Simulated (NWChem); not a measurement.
System: CAuO, doublet; SMILES [O+]#[C-]->[Au]

Parts of the log:

```
             Northwest Computational Chemistry Package (NWChem) 7.3.0
             --------------------------------------------------------

 CS  symmetry detected

                             Geometry "geometry" -> ""
                             -------------------------

 Output coordinates in angstroms (scale by  1.889725989 to convert to a.u.)

  No.       Tag          Charge          X              Y              Z
 ---- ---------------- ---------- -------------- -------------- --------------
    1 Au                  79.0000    -0.00923621    -0.38438613     0.00000000
    2 O                    8.0000    -0.18979253     2.59457502     0.00000000
    3 C                    6.0000     0.37466678     1.60165067     0.00000000

 Effective nuclear repulsion energy (a.u.)     258.3021687445

      Symmetry information
      --------------------

 Group name             Cs
 Group number              2
 Group order               2
 No. of unique centers     3

                                 NWChem DFT Module
                                 -----------------

 Summary of "ao basis" -> "ao basis" (spherical)
 ------------------------------------------------------------------------------
       Tag                 Description            Shells   Functions and Types
 ---------------- ------------------------------  ------  ---------------------
 Au                         def2-svp                12       32   6s3p2d1f
 O                          def2-svp                 6       14   3s2p1d
 C                          def2-svp                 6       14   3s2p1d

      Symmetry analysis of basis
      --------------------------

        a'         42
        a"         18

            General Information
            -------------------
          SCF calculation type: DFT
          Wavefunction type:  spin polarized.
          No. of atoms     :     3
          No. of electrons :    33
           Alpha electrons :    17
            Beta electrons :    16
          Charge           :     0
          Spin multiplicity:     2
          Use of symmetry is: on ; symmetry adaption is: on
          Maximum number of iterations: 150
          AO basis - number of functions:    60
                     number of shells:    24
          Convergence on energy requested:  1.00D-06
          Convergence on density requested:  1.00D-05
          Convergence on gradient requested:  5.00D-04

              XC Information
              --------------
                     r^2SCAN0 Method XC Functional
                     Hartree-Fock (Exact) Exchange  0.250
               r^2SCAN metaGGA Exchange Functional  0.750
                     r^2SCAN Correlation Potential  1.000

             Grid Information
             ----------------
          Grid used for XC integration:  medium
          Radial quadrature: Mura-Knowles
          Angular quadrature: Lebedev.
          Tag              B.-S. Rad. Rad. Pts. Rad. Cut. Ang. Pts.
          ---              ---------- --------- --------- ---------
          Au                  1.35      123           8.0       590
          O                   0.60       49          10.0       434
          C                   0.70       49           9.0       434
          Grid pruning is: on
          Number of quadrature shells:   221
          Spatial weights used:  Erf1

      Superposition of Atomic Density Guess
      -------------------------------------

 Sum of atomic energies:        -264.76005704

      Non-variational initial energy
      ------------------------------

 Total energy =    -247.583081
 1-e energy   =    -547.500115
 2-e energy   =     220.903234
 HOMO         =      -0.171666
 LUMO         =      -0.006723

   Symmetry analysis of molecular orbitals - initial alpha
   -------------------------------------------------------

  Numbering of irreducible representations:

     1 a'          2 a"

  Orbital symmetries:

     1 a'          2 a'          3 a'          4 a'          5 a'
     6 a"          7 a'          8 a'          9 a'         10 a"
    11 a'         12 a"         13 a'         14 a"         15 a'
    16 a'         17 a'         18 a"         19 a'         20 a'
    21 a"         22 a'         23 a'         24 a'         25 a'
    26 a"         27 a'

   Symmetry analysis of molecular orbitals - initial beta
   ------------------------------------------------------

  Numbering of irreducible representations:

     1 a'          2 a"

  Orbital symmetries:

     1 a'          2 a'          3 a'          4 a'          5 a'
     6 a"          7 a'          8 a'          9 a'         10 a"
    11 a'         12 a"         13 a'         14 a"         15 a'
    16 a'         17 a'         18 a"         19 a'         20 a'
    21 a"         22 a'         23 a'         24 a'         25 a'
    26 a"         27 a'

     ---------------------------------------------
      Total Density - Mulliken Population Analysis
     ---------------------------------------------

    Atom       Charge   Shell Charges
 -----------   ------   -------------------------------------------------------
    1 Au  19    19.28   0.07 -0.48  1.82  0.61  0.84  0.48  5.58  0.44  0.10  8.78  1.03  0.00
    2 O    8     8.39   1.99  1.13  0.65  2.91  1.68  0.02
    3 C    6     5.34   1.99  1.01  0.53  1.24  0.49  0.07

     --------------------------------------------
      Spin Density - Mulliken Population Analysis
     --------------------------------------------

    Atom       Charge   Shell Charges
 -----------   ------   -------------------------------------------------------
    1 Au  19     0.63   0.00 -0.01  0.02 -0.01  0.27  0.22  0.00  0.00  0.08  0.05 -0.01  0.00
    2 O    8     0.06   0.00  0.00 -0.00  0.05  0.01  0.00
    3 C    6     0.32   0.00  0.08  0.10  0.09  0.03  0.00

   convergence    iter        energy       DeltaE   RMS-Dens  Diis-err
 ---------------- ----- ----------------- --------- --------- ---------
 d= 0,ls=0.0,diis     1   -248.7452133872 -3.28D+02  1.45D-02  1.91D-01
                                                     1.26D-02  1.92D-01
 d= 0,ls=0.0,diis     2   -248.4995267690  2.46D-01  1.12D-02  8.28D-01
                                                     8.11D-03  8.06D-01
 d= 0,ls=0.0,diis     3   -248.8593734247 -3.60D-01  1.33D-03  4.00D-03
                                                     1.25D-03  4.57D-03
 d= 0,ls=0.0,diis     4   -248.8589719023  4.02D-04  1.38D-03  5.90D-03
                                                     7.05D-04  5.31D-03
 d= 0,ls=0.0,diis     5   -248.8613957943 -2.42D-03  2.38D-04  2.34D-04
                                                     1.85D-04  2.45D-04
  Resetting Diis
 d= 0,ls=0.0,diis     6   -248.8615077807 -1.12D-04  1.59D-04  1.40D-05
                                                     8.39D-05  1.87D-05
 d= 0,ls=0.0,diis     7   -248.8615190837 -1.13D-05  4.78D-05  2.74D-06
                                                     4.50D-05  2.18D-06
 d= 0,ls=0.0,diis     8   -248.8615195890 -5.05D-07  3.64D-05  4.11D-06
                                                     2.20D-05  3.26D-06
 d= 0,ls=0.0,diis     9   -248.8615212258 -1.64D-06  6.05D-06  1.39D-07
                                                     1.05D-05  5.67D-07
 d= 0,ls=0.0,diis    10   -248.8615214502 -2.24D-07  1.34D-05  2.41D-07
                                                     8.53D-06  4.14D-08
 d= 0,ls=0.0,diis    11   -248.8615216174 -1.67D-07  3.39D-06  1.63D-08
                                                     3.48D-06  5.01D-08

         Total DFT energy =     -248.861521617394
      One electron energy =     -549.074598553487
           Coulomb energy =      247.840762155589
    Exchange-Corr. energy =      -26.641485322995
 Nuclear repulsion energy =       79.013800103499

 Numeric. integr. density =       33.000004325397

                  Occupations of the irreducible representations
                  ----------------------------------------------

                     irrep           alpha         beta
                     --------     --------     --------
                     a'               13.0         12.0
                     a"                4.0          4.0

                    DFT Final Alpha Molecular Orbital Analysis
                    ------------------------------------------

 Vector   15  Occ=1.000000D+00  E=-3.477957D-01  Symmetry=a"
              MO Center= -9.9D-03, -3.8D-01, -1.2D-15, r^2= 8.6D-01
   Bfn.  Coefficient  Atom+Function         Bfn.  Coefficient  Atom+Function
  ----- ------------  ---------------      ----- ------------  ---------------
    19      0.860055  1 Au d  1              24      0.219055  1 Au d  1
    17      0.189725  1 Au d -1              22      0.048799  1 Au d -1

 Vector   16  Occ=1.000000D+00  E=-3.316378D-01  Symmetry=a'
              MO Center=  8.3D-02, -1.0D-01,  4.7D-16, r^2= 1.7D+00
   Bfn.  Coefficient  Atom+Function         Bfn.  Coefficient  Atom+Function
  ----- ------------  ---------------      ----- ------------  ---------------
    20      0.545448  1 Au d  2              16     -0.397795  1 Au d -2
    18      0.339912  1 Au d  0               5      0.244539  1 Au s
    49      0.233042  3 C  s                  3     -0.226413  1 Au s
     2      0.144841  1 Au s                 25      0.145212  1 Au d  2
    48      0.135756  3 C  s                 50      0.127053  3 C  px

[...]
```

Level: r2SCAN0/def2-SVP with def2 effective core potentials on Au, spin-unrestricted. In the optimisation the excess spin sits in a' (Cs, its own frame). All runs use the structure optimised with PBE0/def2-SVP, spin-unrestricted. The spin multiplicity was typed, not searched, and may not be the lowest. No stability test was run on the SCF state. def2 effective core potentials on Au; no spin-orbit coupling.

Question: Which NWChem input produces such a log?

Answer: Several could match; the one computed here: the input that was run:
```
start job
memory heap 200 mb stack 900 mb global 1100 mb
geometry units angstroms noautoz
  Au     0.028996    -0.416998     0.000000
  O     -0.191789     2.559252     0.000000
  C      0.386033     1.574044     0.000000
end
basis spherical
  * library def2-svp
end
ecp
  Au library def2-ecp
end
dft
  odft
  mult 2
  xc r2scan0
  iterations 150
  mulliken
end
task dft energy
```
